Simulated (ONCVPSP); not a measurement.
## gadolinium: variants of one ONCV potential

Base potential:

| Quantity | Value |
| --- | --- |
| Element | gadolinium |
| Generator | ONCVPSP 4.0.1 |
| Type | optimised norm-conserving Vanderbilt (ONCV) |
| Functional | PBEsol |
| Relativity | non-relativistic |
| Frozen core | [Kr] 4d10 |
| Valence charge | 18 |
| Reference configuration | 4f7 5s2 5p6 5d1 6s2 |
| Partial waves | 5s+6s: rc 2.40 bohr, ncon 4, nbas 8, qcut 5.8 1/bohr, 2 projectors; 5p: rc 2.10 bohr, ncon 4, nbas 7, qcut 6.6 1/bohr, 3 projectors, debl 2.7 Ha; 5d: rc 3.30 bohr, ncon 4, nbas 9, qcut 5.4 1/bohr, 2 projectors, debl 3.9 Ha; 4f: rc 1.30 bohr, ncon 3, nbas 7, qcut 10.8 1/bohr, 2 projectors, debl 0.6 Ha |
| Local potential | polynomial inside 0.95 bohr (lpopt 5, dvloc0 3 Ha) |
| Core correction | Teter function, fcfact 6, rcfact 1.15 |

All-electron outer shells of the reference configuration (PBEsol, non-relativistic, ld1.x):

```csv
shell,level (eV),outermost node (bohr),outermost maximum (bohr)
4d,-150.53,0.27,0.56
5s,-43.69,0.70,1.27
5p,-26.54,0.72,1.39
4f,-13.12,–,0.56
6s,-3.80,1.71,3.64
5d,-3.32,0.79,1.90
```

Cutoffs, loose and tight: the cutoffs (Ha) at which the residual kinetic energy of the hardest occupied pseudo-wave falls to 1 and 0.1 mHa per electron. They do not see the model core or the augmentation charge, which bear on the density cutoff. Test errors are all-electron minus pseudo excitation energies from the reference, over the configurations 4f7 5s2 5p6 5d1 6s1; 4f7 5s2 5p6 5d1 6s0; 4f7 5s2 5p6 5d0 6s0; 4f7 5s2 5p6 5d1 6s1.5. A dash means not determined; rows that change the core or the reference have their own tests.

A true bound ghost makes a file unfit for plane-wave use even where its test errors are small: the radial tests pick states by their node count and pass the ghost by.

```tsv
change	outcome	cutoff, loose	cutoff, tight	bound ghosts	GHOST(+) flags above zero	largest test error (meV)
base	generated	60 Ha	178 Ha	s	p, d	+9.4
all radii but the core radius scaled by about 1.12 (s 2.68, p 2.34, d 3.68, f 1.46 bohr); local potential polynomial inside 1.06 bohr (lpopt 5, dvloc0 3 Ha)	generated	52 Ha	59 Ha	s, d	p	+23
functional LDA (Perdew-Wang 92)	generated	60 Ha	178 Ha	s	p, d	+11
```

Problem. What comes out with this change to the base: reference 4f7 5s2 5p6; waves 5s: rc 2.40 bohr, ncon 4, nbas 8, qcut 5.8 1/bohr, 2 projectors, debl 1 Ha; d scattering state at 0.4 Ha: rc 3.30 bohr, ncon 4, nbas 9, qcut 5.4 1/bohr, 2 projectors, debl 3.9 Ha?

Solution. outcome: generated, projector energies reset by the program; cutoff, loose: 60 Ha; cutoff, tight: 179 Ha; bound ghosts: s, d; GHOST(+) flags above zero: p; largest test error (meV): +13 over the solved tests; 1 of 4 tests not solved or not reliable.
